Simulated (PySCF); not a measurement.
**Partial charges of `CN(C)[SiH2][N-][SiH3]`**

C2H11N2Si2 (charge -1).
Z-matrix (Å and degrees, GFN2-xTB geometry), rows numbered from 1:
```
C 
N   1  1.4277
C   2  1.4277  1  111.40
Si  2  1.7623  1  116.08  3   135.62
N   4  1.6661  2  113.13  1   -66.73
Si  5  1.6708  4  138.01  2   179.88
H   1  1.1033  2  112.89  3   -60.79
H   1  1.1024  2  110.52  3    59.75
H   1  1.0880  2  109.01  3   179.18
H   3  1.1033  2  112.90  1    60.80
H   3  1.1023  2  110.54  1   -59.76
H   3  1.0880  2  108.99  1  -179.19
H   4  1.4958  2   99.55  1    60.83
H   4  1.4960  2   99.48  1   165.84
H   6  1.4973  5  117.84  4    61.60
H   6  1.4894  5  108.56  4  -179.89
H   6  1.4979  5  117.76  4   -61.38
```

Density: PBE0/pcSseg-1 (PySCF); schemes: Mulliken, IAO, Hirshfeld and ESP-fitted. One conformer (not necessarily the lowest) at the GFN2-xTB geometry, without solvent, vibrations or thermal averaging. The pcSseg-1 basis has no diffuse functions, a weakness for an anion.

Question: Tabulate the Mulliken, IAO, Hirshfeld and ESP-fitted charges.

Answer: In e:

```csv
atom,environment,Mulliken,IAO,Hirshfeld,ESP-fitted
C1,N-methyl carbon,-0.069,-0.287,-0.084,-0.428
N2,silicon-bound nitrogen,-0.739,-0.519,-0.195,-0.324
C3,N-methyl carbon,-0.069,-0.287,-0.084,-0.398
Si4,SiH2 silicon,+0.807,+0.931,+0.263,+0.715
N5,nitrogen bonded to 2 Si,-0.871,-1.103,-0.504,-0.805
Si6,SiH3 silicon,+0.603,+0.714,+0.200,+0.616
H7,methyl hydrogen,+0.073,+0.100,+0.015,+0.132
H8,methyl hydrogen,+0.062,+0.098,+0.012,+0.127
H9,methyl hydrogen,+0.099,+0.134,+0.030,+0.152
H10,methyl hydrogen,+0.073,+0.100,+0.015,+0.124
H11,methyl hydrogen,+0.062,+0.098,+0.012,+0.121
H12,methyl hydrogen,+0.099,+0.134,+0.030,+0.143
H13,Si–H hydrogen,-0.242,-0.231,-0.142,-0.242
H14,Si–H hydrogen,-0.242,-0.232,-0.142,-0.240
H15,Si–H hydrogen,-0.219,-0.223,-0.144,-0.234
H16,Si–H hydrogen,-0.209,-0.203,-0.140,-0.228
H17,Si–H hydrogen,-0.219,-0.223,-0.144,-0.233
```

Mean size of the charges over all atoms: IAO 0.331 e, ESP-fitted 0.310 e, Mulliken 0.280 e, Hirshfeld 0.127 e. Each set sums to the total charge, -1, to within 0.001 e. The Hirshfeld scheme divides the density at each point in proportion to the densities of the neutral, spherically averaged free atoms. The Mulliken scheme gives each basis function's population to the atom it is centred on and halves the overlap population of two atoms between them.

Lowest charge. All schemes agree: Mulliken N5 (-0.871); IAO N5 (-1.103); Hirshfeld N5 (-0.504); ESP-fitted N5 (-0.805).

Highest charge. All schemes agree: Mulliken Si4 (+0.807); IAO Si4 (+0.931); Hirshfeld Si4 (+0.263); ESP-fitted Si4 (+0.715).

Question: How many electrons does the Mulliken scheme count on N2?

Answer: Z − q = 7 − (-0.739) = 7.739.

Question: How closely do the schemes follow one another over all atoms?

Answer: Correlation coefficient and root-mean-square difference: IAO with Hirshfeld 0.98, 0.281 e; IAO with ESP-fitted 0.98, 0.114 e; Mulliken with IAO 0.97, 0.117 e; Mulliken with Hirshfeld 0.96, 0.236 e; Hirshfeld with ESP-fitted 0.94, 0.220 e; Mulliken with ESP-fitted 0.91, 0.161 e.
